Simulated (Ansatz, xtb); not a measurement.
**Two isomers of C5H6OS**

Structure a is `C=C/C=C(\S)C=O`, a singlet and structure b is `O=C/C=C/C=C/S`, a singlet. Both are isolated molecules in the gas phase, relaxed with PBE0-D3(BJ)/def2-SVP, each in the lowest conformer that the search found.

a (Å):

```xyz
13

C    -1.2168   -1.5068   -0.8261
C    -0.3028   -0.8346   -0.1061
C    -0.6224    0.2887    0.7393
C     0.2587    1.0017    1.4888
C    -0.2612    2.1242    2.2945
O     0.4138    2.8335    3.0006
S     1.9789    0.7007    1.5835
H    -2.2747   -1.2272   -0.8052
H    -0.9359   -2.3539   -1.4556
H     0.7478   -1.1425   -0.1509
H    -1.6729    0.6003    0.7852
H     2.1512    1.7313    2.4505
H    -1.3640    2.2756    2.2005
```

b (Å):

```xyz
13

C    -3.3280   -0.7853    3.1908
C    -2.1108   -0.4663    2.4498
C    -2.1611    0.2349    1.2942
C    -1.0258    0.5996    0.4912
C    -1.1476    1.3031   -0.6555
O    -3.3653   -1.4057    4.2271
S     0.2062    1.7608   -1.6503
H    -4.2696   -0.3997    2.7137
H    -1.1643   -0.8193    2.8717
H    -3.1471    0.5564    0.9314
H    -0.0352    0.2861    0.8389
H    -2.1376    1.6158   -1.0023
H    -0.5053    2.4045   -2.5973
```

Energies in hartree; the thermal terms are from GFN2-xTB frequencies at re-optimised GFN2-xTB minima (ideal gas, soft modes damped towards free rotors, one conformer each, 298.15 K, 1 atm) and include the zero-point energy:

```
                              a           b
E, CCSD(T)/def2-SVP  −665.916886  −665.912391
    E, MP2/def2-SVP  −665.821361  −665.816340
  E, MP2/def2-TZVPP  −666.497831  −666.492936
  zero-point energy     0.091053     0.090761
       H(298 K) − E     0.099907     0.100015
       G(298 K) − E     0.058491     0.057592
```

Q: Correct the CCSD(T) difference for the basis set by the MP2 change, then work out ΔE, ΔE₀, ΔH and ΔG for a → b in kcal/mol (1 Eh = 627.51 kcal/mol) and the equilibrium ratio [b]/[a].

A: 1. Differences b − a: CCSD(T) +0.004495, MP2 in the small set +0.005021, MP2 in the large set +0.004895 Eh.
2. ΔE = +0.004495 + (+0.004895 − (+0.005021)) = +0.004369 Eh = +2.74 kcal/mol.
3. ΔE₀ = ΔE + ΔZPE = +0.004369 + (−0.000292) Eh = +2.56 kcal/mol.
4. ΔH = ΔE + (+0.000108) Eh = +2.81 kcal/mol.
5. ΔG = ΔE + (−0.000899) Eh = +2.18 kcal/mol, so ΔS = (ΔH − ΔG)/T = +8.9 J/(mol K).
6. kT = 0.9442 mEh, so K = [b]/[a] = exp(−ΔG/kT) = exp(−3.68) ≈ 0.025.

Structure a is favoured at this temperature. An error of 1 kcal/mol in ΔG would change K by a factor of 5.4. HF/def2-SVP found them nearly level. HF/STO-3G gave ΔE the other sign. Mirror images and further conformers aren't counted.

As drawn, both hold the same kinds of bond in the same numbers.

Other levels gave ΔE = +1.4 (GFN2-xTB); −1.1 (HF/STO-3G, GFN2-xTB geometries); +2.4 (r2SCAN-D4/def2-SVP, GFN2-xTB geometries); +2.7 (PBE0-D3(BJ)/def2-SVP); −0.3 (HF/def2-SVP); +3.2 (MP2/def2-SVP); +2.8 (CCSD(T)/def2-SVP) kcal/mol. The correlated steps freeze 11 core orbitals. Programs: Ansatz 0.2.0, xtb 6.7.1.
